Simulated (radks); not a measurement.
Values are calculated unless marked as measured or tabulated.
Trend from N+ to Bi+: ionisation energy by Delta-SCF between NIST ground configurations, and size. Level of theory: Dirac Kohn-Sham, PBE, spin-unpolarised, spherical densities, finite nucleus; open shells fill j = l - 1/2 first; Fermi nuclear charge, rms radius of each element as measured or else 0.836 A^(1/3) + 0.57 fm (a radial shooting solver on a logarithmic mesh with Libxc functionals).

species,configuration,IE (eV),NIST (eV),kind,-e(HOMO) (eV),r at 0.001 e/bohr^3 (bohr)
N+,[He] 2s2 2p2,28.866,29.601,semi-emp.,20.697 (2p1/2),3.02
P+,[Ne] 3s2 3p2,19.182,19.769,semi-emp.,14.241 (3p1/2),3.83
As+,[Ar] 3d10 4s2 4p2,18.100,18.589,exp.,13.477 (4p1/2),3.94
Sb+,[Kr] 4d10 5s2 5p2,16.385,16.63,exp.,12.315 (5p1/2),4.24
Bi+,[Hg] 6p2,16.656,16.703,exp.,12.544 (6p1/2),4.22

Reference values: NIST Atomic Spectra Database (exp. = measured, semi-emp. = semi-empirical, theory = theoretical value adopted there). Spin polarisation and multiplet splitting are left out, so open shells lie too high by an amount that depends on their filling.

Beside tabulated values, note that spin-unpolarised runs miss the spin-polarisation part of the exchange energy of open shells.
